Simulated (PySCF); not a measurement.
## Cr⁺ (chromium, charge +1) across methods

[Ar] 3d4 4p1, one real determinant (an excited configuration). Computed with PySCF 2.14 in x2c-QZVPPall (11s7p5d3f2g, 96 functions), with scalar relativity by spin-free X2C-1e.

```json
{"method": "r2SCAN", "E (hartree)": "-1050.298", "mean ε 3p β (eV)": "-56.326", "mean ε 3d α (eV)": "-16.577", "mean ε 4p α (eV)": "-8.486", "Σ⟨r²⟩ (bohr²)": "30.91", "⟨S²⟩": "8.751"}
{"method": "LDA", "E (hartree)": "-1047.999", "mean ε 3p β (eV)": "-55.732", "mean ε 3d α (eV)": "-16.373", "mean ε 4p α (eV)": "-8.487", "Σ⟨r²⟩ (bohr²)": "30.79", "⟨S²⟩": "8.750"}
{"method": "PBE", "E (hartree)": "-1050.095", "mean ε 3p β (eV)": "-55.615", "mean ε 3d α (eV)": "-16.216", "mean ε 4p α (eV)": "-8.441", "Σ⟨r²⟩ (bohr²)": "31.01", "⟨S²⟩": "8.750"}
{"method": "PBE0", "E (hartree)": "-1050.125", "mean ε 3p β (eV)": "-58.397", "mean ε 3d α (eV)": "-18.416", "mean ε 4p α (eV)": "-8.971", "Σ⟨r²⟩ (bohr²)": "31.12", "⟨S²⟩": "8.751"}
{"method": "UHF", "E (hartree)": "-1049.27332", "mean ε 3p β (eV)": "-65.394", "mean ε 3d α (eV)": "-24.517", "mean ε 4p α (eV)": "-10.163", "Σ⟨r²⟩ (bohr²)": "32.18", "⟨S²⟩": "8.752"}
```

⟨L²⟩ = 8.01 against 12 for a pure F term, so this real determinant mixes terms.
